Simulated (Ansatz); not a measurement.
Computed with Ansatz on PBE0-D4/def2-TZVP structures; ΔE is electronic, products minus reactants. CBS: MP2 limit from def2 TZ/QZ plus the TZ coupled-cluster correction, frozen cores. This one scheme is used for every species. DFT in def2-TZVPP. Each species was taken in one conformer, which may not be the lowest.

`[CH3][Al]([OH])[SiH3]` + `C=O` → `O=[CH][Al]([OH])[SiH3]` + CH₄  (formal exchange of groups at the Al–C bond)

```
           level  ΔE (eV)
        BHLYP-D4     0.13
         ωB97M-V     0.14
          revPBE     0.11
           BHLYP     0.13
   CCSD/def2-SVP     0.14
CCSD(T)/def2-SVP     0.13
    HF/CBS(def2)     0.15
  CCSD/CBS(def2)     0.15
```

Question: What does CCSD(T)/CBS give? (An estimate is asked.)

Answer: The calculation gave: +0.14 eV. The listed levels differ from it by -0.01, 0.00, -0.03, -0.01, 0.00, -0.01, 0.01, 0.01 eV.

Largest T1 diagnostic among the species: 0.016.

From PBE to PBE0 (25 % exact exchange), in def2-TZVPP and without D4, ΔE moves by +0.04 eV. Leaving LDA and LC-ωPBE aside and taking each functional with its dispersion term where it has one, the values, not all of them listed here, spread over 0.12 eV, from BLYP-D4 to PBE-QIDH.
